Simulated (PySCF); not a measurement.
C2H5FN2Si, SMILES C1=N[C@H](F)[Si@@H]1N. Atoms are numbered in the order given.

```xyz
11

N      2.0122     0.5012     0.4040
Si     0.4095     0.8741    -0.0575
C     -1.0287     0.5084     1.1229
N     -1.5576    -0.4414     0.4322
C     -0.7138    -0.5274    -0.7688
F     -0.1337    -1.7652    -0.8656
H      2.2808    -0.3994     0.7804
H      2.8046     1.0769     0.1535
H      0.4712     2.2145    -0.7180
H     -1.4842     0.8231     2.0740
H     -1.3291    -0.3699    -1.6728
```

Coordinates come from a PBE0-D3(BJ)/def2-SVP optimisation. The structure was generated by enumeration; whether it is a known compound was not checked. The values are those of a single conformer.

Two levels are set side by side: PBE/pcSseg-1 (PySCF) and PBE0/pcSseg-1 (PySCF). GIAO shifts against CFCl3 (¹⁹F), NH3 (¹⁵N), TMS (²⁹Si), TMS (¹H), TMS (¹³C) at the same level; non-relativistic, no solvent, atoms listed together averaged. Differences are taken from unrounded values.

```json
[
 {"quantity": "δ(¹⁵N) of N1 (ppm)", "PBE0": "25.5"},
 {"quantity": "δ(²⁹Si) of Si2 (ppm)", "PBE0": "-5.3"},
 {"quantity": "δ(¹³C) of C3 (ppm)", "PBE0": "210.7"},
 {"quantity": "δ(¹⁵N) of N4 (ppm)", "PBE0": "529.2"},
 {"quantity": "δ(¹³C) of C5 (ppm)", "PBE0": "120.1"},
 {"quantity": "δ(¹⁹F) of F6 (ppm)", "PBE0": "-200.3"},
 {"quantity": "δ(¹H) of H7, H8 (ppm)", "PBE0": "1.57"},
 {"quantity": "δ(¹H) of H9 (ppm)", "PBE0": "5.96"},
 {"quantity": "δ(¹H) of H10 (ppm)", "PBE0": "9.41"},
 {"quantity": "δ(¹H) of H11 (ppm)", "PBE0": "6.59"}
]
```

What does PBE give, and how far is it from PBE0? (An estimate is asked for; the answer gives what the named calculation found.)


```tsv
quantity	PBE	PBE minus PBE0
δ(¹⁵N) of N1 (ppm)	30.7	5.2
δ(²⁹Si) of Si2 (ppm)	-6.7	-1.4
δ(¹³C) of C3 (ppm)	206.4	-4.3
δ(¹⁵N) of N4 (ppm)	522.5	-6.7
δ(¹³C) of C5 (ppm)	123.9	3.8
δ(¹⁹F) of F6 (ppm)	-214.5	-14.1
δ(¹H) of H7, H8 (ppm)	1.57	0.00
δ(¹H) of H9 (ppm)	6.31	0.35
δ(¹H) of H10 (ppm)	9.21	-0.20
δ(¹H) of H11 (ppm)	6.74	0.15
```

Rough cost on one machine, each run with all the roots and properties that it gave: PBE0 against PBE within a factor of 2.
